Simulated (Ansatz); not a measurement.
This geometry of AlFH$_{6}$O$_{2}$Si (11 atoms, charge 0, multiplicity 1) is a first-order saddle point.

Level of theory: RKS PBE0/def2-SVP in Ansatz 0.2.0.

```xyz
11
Properties=species:S:1:pos:R:3
Al -0.116 0.255 0.028
H -0.479 -0.181 1.690
O 1.315 -0.445 -0.537
Si 2.447 -1.397 -1.259
H 1.808 -2.517 -2.014
H 3.271 -0.587 -2.208
H 3.355 -1.980 -0.223
F -1.495 0.235 -0.895
O 0.115 1.793 0.985
H 0.945 2.266 1.119
H -0.169 0.827 1.725
```

Question: Which two structures does it join? (They come from a converged band through this point; their orientation in space is the band's.)

Answer: Bonds broken: Al1–H2, O9–H11. Bonds formed: H2–H11. AlFH6O2Si becomes AlFH4O2Si + H2.

Image 0:

```xyz
11
Properties=species:S:1:pos:R:3
Al -0.321 -0.116 0.253
H -0.871 -0.768 1.585
O 1.293 -0.448 -0.277
Si 2.401 -1.270 -1.174
H 1.767 -2.371 -1.966
H 3.097 -0.344 -2.123
H 3.442 -1.877 -0.286
F -1.428 0.232 -0.952
O 0.262 1.670 0.869
H 1.216 1.655 0.685
H 0.138 1.903 1.799
```

Image 8:

```xyz
11
Properties=species:S:1:pos:R:3
Al 0.004 0.606 -0.093
H -0.350 -0.523 1.732
O 1.362 -0.292 -0.544
Si 2.403 -1.391 -1.191
H 1.670 -2.407 -2.008
H 3.400 -0.701 -2.065
H 3.137 -2.099 -0.098
F -1.495 0.067 -0.554
O 0.112 2.161 0.569
H 0.916 2.670 0.672
H -0.162 0.176 1.993
```

Question: How far does it lie above each of them?

Answer: 0.82 eV above the first and 0.76 eV above the second. This is the barrier of this one path; another mechanism may lie lower. The orbitals stay closed-shell, which can raise the energy where a bond breaks towards radicals; this wasn't checked here.

The run took 2.9 min on 4 threads of Arm Neoverse V2 (shared host), peak memory 0.24 GiB.
